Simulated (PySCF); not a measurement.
A GIAO shielding run with PySCF 2.14 (density fitting, non-relativistic, gas phase) on `C1[Si](C(C#C)=C)(SC)C1`, C₇H₁₀SSi:

```
$ OMP_NUM_THREADS=1 python probes_run.py task.json out

{"job": {"kind": "nmr", "xc": "PBE0", "basis": "pcSseg-1"}, "charge": 0, "multiplicity": 1}
C     -2.670856     2.290007    -0.404091
C     -1.985950     1.562745     0.262368
C     -1.161871     0.688765     1.002843
C     -1.148307     0.701090     2.337770
Si    -0.108291    -0.491283    -0.014704
S      1.149749    -1.779343     1.164510
C      2.803109    -1.134199     0.744412
C      0.451308     0.007835    -1.745924
C     -0.676592    -1.039276    -1.727625
H     -3.277696     2.935077    -0.966371
H     -1.765275     1.378369     2.906474
H     -0.520106     0.026950     2.895110
H      2.871535    -0.086769     1.018218
H      3.512741    -1.718161     1.321266
H      2.988372    -1.266764    -0.316125
H      0.178889     0.980051    -2.128908
H      1.397943    -0.326925    -2.146171
H     -0.417344    -2.016880    -2.107449
H     -1.631162    -0.702037    -2.103065
```

Hardware: 1 thread of an Intel Xeon, shared host. The job also computes population analyses, field gradients, ring-centre shieldings.

**Question.** How large is the calculation?

**Answer.** 82 electrons, 217 basis functions and 1167 auxiliary functions.

**Question.** How long does it take, and how much memory does it need?

**Answer.** 120 s of wall time, with 14 SCF cycles and 5 response iterations; peak memory 0.98 GiB. Times on a shared host scatter by some tens of per cent.
